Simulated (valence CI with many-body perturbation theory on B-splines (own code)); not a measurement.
**Br³⁰⁺: E2, E3, M1, M2 decay**

Computed by relativistic CI+MBPT: three valence electrons over a frozen Dirac-Fock core [He], a basis of 11 s, 11 p, 9 d, 7 f, 5 g, 2 h, 1 i functions for each j, with the one-electron correlation potential Σ1 (screened to all orders), the two-electron term Σ2, the three-electron term Σ3, Breit, model QED; selected single and double excitations, second order for the rest (own B-spline code, finite nucleus).

The last digits are not significant, and no measured levels were compared; by estimate large intervals hold to a few tenths of a per cent, small ones and those within an open d or f shell to about a per cent.

Lines 1 to 13 of 13 in falling wavelength, among levels below 166.74 Ry, chosen from the decays that carry over 1 % of a level's rate. Wavelengths and rates use the calculated energies. Electric multipoles are in the length gauge, E1 and E2 with the static RPA response of the core. Weak lines are less certain than strong ones. Lines between different terms over intervals too small for the method are left out, as are lines whose strength nearly cancels. The highest levels of a list are the least certain.

Levels are named by their leading jj configuration (3d3/2^4 stands for four electrons in 3d with j = 3/2), which in mixed levels can hold well under half, so a name can repeat and another be missing. Letters in brackets count levels of one name in rising energy.

| λ vac (Å) | Upper | Lower | Type | A (s⁻¹) | Branch % |
| --- | --- | --- | --- | --- | --- |
| 229.6 | (2s^2 2p3/2) J=3/2 | (2s^2 2p1/2) J=1/2 | M1 | 7.39e+05 | 100.0 |
| 6.386 | (2s 2p3/2 3p3/2) J=7/2 | (2s 2p3/2^2) J=5/2 | E2 | 4.27e+09 | 12.8 |
| 6.359 | (2s^2 3p1/2) J=1/2 | (2s^2 2p3/2) J=3/2 | E2 | 2.78e+10 | 4.5 |
| 6.328 | (2s 2p1/2 3p3/2) J=5/2 | (2s 2p1/2 2p3/2) J=5/2 | E2 | 8.66e+09 | 1.2 |
| 6.310 | (2s^2 3p3/2) J=3/2 | (2s^2 2p3/2) J=3/2 | E2 | 1.34e+10 | 1.6 |
| 6.296 | (2s 2p3/2 3d5/2) J=9/2 | (2s 2p3/2^2) J=5/2 | M2 | 1.81e+08 | 16.6 |
| 6.200 | (2s 2p3/2 3p3/2) J=7/2 | (2s 2p1/2 2p3/2) J=5/2 | E2 | 1.25e+10 | 37.4 |
| 6.171 | (2s 2p1/2 3p3/2) J=5/2 | (2s 2p1/2^2) J=1/2 | E2 | 1.53e+10 | 2.1 |
| 6.149 | (2s 2p3/2 3p3/2) J=7/2 | (2s 2p1/2 2p3/2) J=3/2 [a] | E2 | 1.14e+10 | 34.2 |
| 6.142 | (2s^2 3p3/2) J=3/2 | (2s^2 2p1/2) J=1/2 | E2 | 1.43e+10 | 1.7 |
| 6.115 | (2s 2p3/2 3d5/2) J=9/2 | (2s 2p1/2 2p3/2) J=5/2 | E3 | 1.17e+07 | 1.1 |
| 6.066 | (2s 2p3/2 3d5/2) J=9/2 | (2s 2p1/2 2p3/2) J=3/2 [a] | E3 | 1.32e+07 | 1.2 |
| 5.773 | (2p1/2 2p3/2 3d5/2) J=7/2 | (2s 2p1/2 2p3/2) J=3/2 [a] | E2 | 7.07e+10 | 3.3 |
